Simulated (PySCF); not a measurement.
C²⁺: excitation energy

C²⁺ [He] 2s2 (1S) → C²⁺ [He] 2p2 (3P), as a difference of total energies. Computed with PySCF 2.14 in ANO-RCC-VTZP, with scalar relativity by spin-free X2C-1e. Correlated levels: valence: 1s2 frozen. The calculations carry no spin-orbit coupling.

```json
{"method": "UHF", "excitation energy (eV)": "15.405"}
{"method": "MP2 (valence)", "excitation energy (eV)": "16.386"}
{"method": "SCS-MP2 (valence)", "excitation energy (eV)": "16.751"}
{"method": "CCSD (valence)", "excitation energy (eV)": "17.159"}
```

Q: How much does correlation contribute at MP2 (valence)?

A: 16.386 − (15.405) = 0.981 eV, measured against UHF.

A first-order spin-orbit estimate (lowest level to lowest level, LS coupling) adds -0.007 eV.

The basis was made for the ground configuration and has no added diffuse functions, so the excitation energy can come out too high.

With two correlated electrons CCSD is exact in that space.

The coupled-cluster amplitudes are large for the lower state (T1 above 0.03 or a double amplitude above 0.15), so a single reference is strained.
